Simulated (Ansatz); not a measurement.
A nudged elastic band was laid between two geometries of C2H6AlF (10 atoms, charge 0, multiplicity 1).

These are results of Ansatz 0.2.0, RKS B3LYP-D4/def2-SVP, not measurements.

```json
{
 "movable images": "7",
 "climbing image": "yes",
 "spring": "5.0 eV/Å²",
 "optimiser": "quadratic models (default)",
 "start path": "through a guess of the saddle point",
 "force threshold": "0.03 eV/Å",
 "iteration limit": "57",
 "end points": "relaxed"
}
```

Image 0:

```xyz
10
Properties=species:S:1:pos:R:3
C -0.568 1.416 -0.863
Al -0.291 -0.448 -0.367
C 0.798 -1.094 1.115
F -1.059 -1.617 -1.291
H -1.190 1.530 -1.765
H -1.061 1.968 -0.042
H 0.395 1.925 -1.045
H 0.188 -1.684 1.823
H 1.278 -0.279 1.682
H 1.593 -1.769 0.755
```

Image 8:

```xyz
10
Properties=species:S:1:pos:R:3
C -0.582 1.419 -0.851
Al -0.428 -0.422 -0.231
C 0.906 -1.114 1.012
F -1.541 -1.531 -0.817
H 0.336 1.735 -1.378
H -1.432 1.569 -1.536
H -0.705 2.113 -0.001
H 0.422 -1.571 1.893
H 1.601 -0.338 1.373
H 1.507 -1.911 0.539
```

(1) What changes between the two ends?

(2) What energy profile does the band end with?

## Answers

(1) No bond is made or broken. The dihedral H5–C1–Al2–C3 goes from 177 to 60°. The two ends are copies of one structure, up to a mirror image or an exchange of like atoms.

(2) The forces met the threshold. The highest image is number 0 of 0 to 8, 0.000 eV above the ends, which have the same energy within 2 meV. The highest image is an end point: on this band no image between the ends rises above it.

```json
{"image": "0", "path coordinate (Å)": "0.00", "energy (eV)": "0.000", "dihedral H5–C1–Al2–C3 (°)": "177"}
{"image": "1", "path coordinate (Å)": "0.40", "energy (eV)": "0.000", "dihedral H5–C1–Al2–C3 (°)": "164"}
{"image": "2", "path coordinate (Å)": "0.79", "energy (eV)": "0.000", "dihedral H5–C1–Al2–C3 (°)": "150"}
{"image": "3", "path coordinate (Å)": "1.19", "energy (eV)": "0.000", "dihedral H5–C1–Al2–C3 (°)": "135"}
{"image": "4", "path coordinate (Å)": "1.59", "energy (eV)": "0.000", "dihedral H5–C1–Al2–C3 (°)": "120"}
{"image": "5", "path coordinate (Å)": "1.98", "energy (eV)": "0.000", "dihedral H5–C1–Al2–C3 (°)": "105"}
{"image": "6", "path coordinate (Å)": "2.38", "energy (eV)": "0.000", "dihedral H5–C1–Al2–C3 (°)": "90"}
{"image": "7", "path coordinate (Å)": "2.78", "energy (eV)": "0.000", "dihedral H5–C1–Al2–C3 (°)": "75"}
{"image": "8", "path coordinate (Å)": "3.18", "energy (eV)": "0.000", "dihedral H5–C1–Al2–C3 (°)": "60"}
```

Run time: 2.3 min on 1 thread of Arm Neoverse V1 (shared host), peak memory 0.18 GiB.
